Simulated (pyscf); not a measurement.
•HN–ZnH, doublet

Gas-phase minimum from PySCF at ωB97X-D3(BJ)/def2-SVP, one conformer. •HN–ZnH lies 31.0 kcal/mol over its isomer [H₂N–Zn]• (electronic energy, ωB97M-D3(BJ)/def2-TZVP). 

```xyz
4

N      1.6177    -0.8776     0.6803
Zn     0.3631     0.1699    -0.2073
H      1.2424    -1.3371     1.5254
H     -0.5775     1.0612    -1.0265
```
Charge 0, spin multiplicity 2.

Bonds (Å): N1–Zn2 1.860, N1–H3 1.033, Zn2–H4 1.533. Bond angles (°): Zn2–N1–H3 113.3, N1–Zn2–H4 175.1.

Properties at ωB97X-D3(BJ)/def2-SVP:

* **Harmonic wavenumbers, unscaled**: 440, 443, 610, 688, 1908, 3457 cm⁻¹
* **Zero-point energy**: 10.8 kcal/mol
* **Rotational symmetry number**: 1
* **Entropy of this conformer at 298 K and 1 atm, rigid rotor and harmonic oscillator, modes under 100 cm⁻¹ raised to 100**: 259.2 J/(mol K)
* **Dipole moment**: 1.60 D
* **Spin expectation value S2**: 0.753

Single-point totals, which compare only within one level (frozen core for MP2 and CC):

```csv
level,total energy (hartree)
ωB97X-D3(BJ)/def2-TZVP,-1835.26570
PBE/def2-TZVP,-1834.95230
r²SCAN/def2-TZVP,-1835.24507
B3LYP-D3(BJ)/def2-TZVP,-1835.34607
PBE0-D3(BJ)/def2-TZVP,-1834.97304
M06-2X/def2-TZVP,-1835.22886
ωB97M-D3(BJ)/def2-TZVP,-1835.32933
UHF/def2-TZVPP,-1833.37461
MP2/def2-TZVPP,-1834.39436
CCSD/def2-TZVPP,-1834.32884
CCSD(T)/def2-TZVPP,-1834.35334
```

The CCSD(T) − MP2 part came from Ansatz, without density fitting, on the same reference. The frozen core leaves the outer d or s,p core shells of the metals and heavy elements correlated in the MP2 and CC values, and def2-TZVPP describes them poorly, so these totals are far from the basis limit. Elements up to Kr have no core potential and no relativistic terms here.
